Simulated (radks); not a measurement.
Task: Ionisation of the sulfur ion S2+, [Ne] 3s2 3p2, to [Ne] 3s2 3p1 as the strength of local exchange is varied. All-electron calculation, scalar-relativistic Kohn-Sham, Slater X-alpha exchange (alpha = 2/3 is LDA exchange), no correlation, spin-polarised, spherical densities, point nucleus; open shells are filled with parallel spins first. Program: a radial shooting solver on a logarithmic mesh with Libxc functionals.

alpha  E(S2+) (hartree)  exchange (hartree)  IE (eV)  -e of the level emptied (eV)  <r> of it (bohr)
0.639        -394.56565           -21.44394   33.335                   27.459 (3p)             1.775
0.663        -395.37189           -22.28507   33.734                   27.847 (3p)             1.766
0.667        -395.50639           -22.42550   33.800                   27.913 (3p)             1.765
0.744        -398.10250           -25.14293   35.095                   29.180 (3p)             1.738
0.811        -400.37228           -27.52906   36.241                   30.305 (3p)             1.715
0.911        -403.77875           -31.12785   37.987                   32.023 (3p)             1.682
1.023        -407.62064           -35.21166   39.992                   34.002 (3p)             1.647
x            -392.89015           -19.69989   32.514                   26.657 (3p)             1.794

Which alpha was used in the last row?

Result: alpha = 0.589. NIST Atomic Spectra Database: 34.86 eV (semi-empirical). The Delta-SCF value meets it near alpha = 0.73. Open shells are spherical and high-spin; term and fine-structure splittings are not resolved.
